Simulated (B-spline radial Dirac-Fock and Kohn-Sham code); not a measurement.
# The Yb atom: differential elastic cross section for electrons at 611 eV

Method: relativistic (Dirac) partial waves in the static field of the Dirac-Fock atom with Furness-McCarthy exchange, without polarisation or absorption potentials. Computed with a radial B-spline solver.

Input of the calculation (task.json; shells as n, l, electrons):

```json
{"items": [{
  "Z": 70,
  "q": 0,
  "cfg": [[1, 0, 2], [2, 0, 2], [2, 1, 6], [3, 0, 2], [3, 1, 6], [3, 2, 10], [4, 0, 2], [4, 1, 6], [4, 2, 10], [4, 3, 14], [5, 0, 2], [5, 1, 6], [6, 0, 2]],
  "A": 174,
  "rrms": 5.3108,
  "do": "elastic",
  "energies": [[611.0, 0]],
  "theta": [0, 10, 20, 30, 40, 50, 60, 70, 80, 90, 100, 110, 120, 130, 140, 150, 160, 170, 180]
}]}
```

Launch: `python xray2_run.py task.json out`

```
θ (°)  dσ/dΩ (Å²/sr)  Sherman function
    0           62.2             0.000
   10           6.32            -0.001
   20          0.827             0.005
   30          0.309             0.024
   40          0.171             0.014
   50         0.0556            -0.065
   60         0.0294            -0.115
   70         0.0716             0.036
   80         0.0850             0.091
   90         0.0372             0.180
  100        0.00158             0.033
  110         0.0434            -0.159
  120          0.117            -0.081
  130          0.124            -0.059
  140         0.0515            -0.073
  150         0.0112            -0.157
  160         0.0997            -0.014
  170          0.265            -0.004
  180          0.350             0.000
```

**Question.** What integrated cross sections go with this distribution?

**Answer.** The total elastic cross section is 3.61 Å², the first transport cross section 0.944 Å² and the second, weighted with (3/2) sin²θ, 0.925 Å². The mean deflection is ⟨1 − cos θ⟩ = 0.261, and 11 % of the collisions scatter beyond 90°.

On this grid of angles the cross section has minima near 60°, 100°, 150°, from interference among the few low partial waves with large phase shifts.
